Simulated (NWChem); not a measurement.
System meant: CH6OSi; SMILES C([SiH3])O

NWChem input:

```
start job
memory heap 200 mb stack 900 mb global 1100 mb
geometry units angstroms noautosym nocenter noautoz
  O      0.394990     1.666684    -0.042984
  C     -0.630144     0.676697     0.005483
  Si     0.098966    -1.092767    -0.023798
  H      0.933282     1.563066     0.763380
  H     -1.261829     0.823573    -0.896604
  H     -1.318226     0.802669     0.878968
  H      1.048294    -1.219125     1.141476
  H      0.879010    -1.315551    -1.288966
  H     -0.968599    -2.149456     0.104595
end
basis spherical
  O library def2-svp
  C library def2-svp
  Si library def2-svp
  H library def2-svp
end
dft
  xc m06-l
  iterations 150
end
property
  shielding
end
task dft property
```

End of the output:

```
 Vector   20  Occ=0.000000D+00  E= 4.832824D-02
              MO Center= -1.6D-03, -1.1D+00,  1.3D-02, r^2= 3.8D+00
   Bfn.  Coefficient  Atom+Function         Bfn.  Coefficient  Atom+Function
  ----- ------------  ---------------      ----- ------------  ---------------
    41      1.432345  3 Si pz                68      1.137766  8 H  s
    63     -0.847709  7 H  s                 53      0.319498  5 H  s
    38      0.252318  3 Si pz                17     -0.236380  2 C  s
    67      0.208998  8 H  s                 39     -0.192470  3 Si px
    45      0.161805  3 Si d  1              73     -0.144204  9 H  s

 center of mass
 --------------
 x =   0.02533337 y =   0.08227074 z =  -0.01764760

 moments of inertia (a.u.)
 ------------------
         357.555635380603          -4.829194244534          -1.004618255521
          -4.829194244534          70.721338512773          -3.216461941642
          -1.004618255521          -3.216461941642         391.030054315215

     Multipole analysis of the density
     ---------------------------------

     L   x y z        total         alpha         beta         nuclear
     -   - - -        -----         -----         ----         -------
     0   0 0 0     -0.000000    -17.000000    -17.000000     34.000000

     1   1 0 0     -0.157883     -0.151235     -0.151235      0.144587
     1   0 1 0     -0.167250     -0.650630     -0.650630      1.134009
     1   0 0 1      0.434502      0.161784      0.161784      0.110933

     2   2 0 0    -19.861762    -29.176160    -29.176160     38.490559
     2   1 1 0      0.114383     -0.305423     -0.305423      0.725229
     2   1 0 1      1.200310     -0.217405     -0.217405      1.635119
     2   0 2 0    -23.441709   -106.873613   -106.873613    190.305517
     2   0 1 1      1.706911     -1.026364     -1.026364      3.759640
     2   0 0 2    -19.928440    -19.173037    -19.173037     18.417634

          -----------------------------------------
          Chemical Shielding Tensors (GIAO, in ppm)
          -----------------------------------------

 ------------------------------------------------------------------------
  xm06: d2 not coded                    0
 ------------------------------------------------------------------------
 ------------------------------------------------------------------------
  current input line :
    27: task dft property
 ------------------------------------------------------------------------
 ------------------------------------------------------------------------
 This error has not yet been assigned to a category
 ------------------------------------------------------------------------
 For more information see the NWChem manual at https://nwchemgit.github.io

0: xm06: d2 not coded:Received an Error in Communication
```

Q: Can this run be used? If not, why, and what is the fix?

A: The run crashed. Cause: this functional's second derivatives, which shieldings need, aren't coded here; the fix takes a hybrid GGA instead. This input runs:
```
start job
memory heap 200 mb stack 900 mb global 1100 mb
geometry units angstroms noautosym nocenter noautoz
  O      0.394990     1.666684    -0.042984
  C     -0.630144     0.676697     0.005483
  Si     0.098966    -1.092767    -0.023798
  H      0.933282     1.563066     0.763380
  H     -1.261829     0.823573    -0.896604
  H     -1.318226     0.802669     0.878968
  H      1.048294    -1.219125     1.141476
  H      0.879010    -1.315551    -1.288966
  H     -0.968599    -2.149456     0.104595
end
basis spherical
  O library def2-svp
  C library def2-svp
  Si library def2-svp
  H library def2-svp
end
dft
  xc pbe0
  iterations 150
end
property
  shielding
end
task dft property
```
It converges to -405.96903 Ha (PBE0/def2-SVP, GIAO).
